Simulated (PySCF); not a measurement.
Ge(F)(OH)(NH2)2 (FGeH5N2O), SMILES [F][Ge]([NH2])([OH])[NH2]. Atoms are numbered in the order given.

```xyz
10

N     -1.2124    -1.2909    -0.3996
Ge     0.0031    -0.0067     0.0153
N      1.4834    -0.5849     0.8849
O     -0.6692     1.2460     1.0628
F      0.3681     0.7240    -1.5359
H     -1.3418    -1.4445    -1.3969
H     -1.0844    -2.1776     0.0819
H      2.2196    -0.9594     0.2905
H      1.8759     0.1090     1.5189
H     -1.6237     1.3341     0.9385
```

The structure is a stationary point at B3LYP-D3(BJ)/def2-SVP. The structure was generated by enumeration, and PubChem lists no compound with its InChIKey, so it may never have been made. One conformer was computed; it need not be the lowest.

All values below come from PBE0/def2-TZVP (PySCF).

ESP charges are fitted to the potential on shells at 1.4 to 2.0 van der Waals radii. Atomic charges (e):

```
atom  Löwdin  ESP fit
----  ------  -------
N1     -0.34    -1.05
Ge2     0.24     1.23
N3     -0.33    -1.00
O4     -0.22    -0.71
F5     -0.16    -0.42
H6      0.16     0.39
H7      0.16     0.40
H8      0.16     0.36
H9      0.17     0.40
H10     0.17     0.42
```
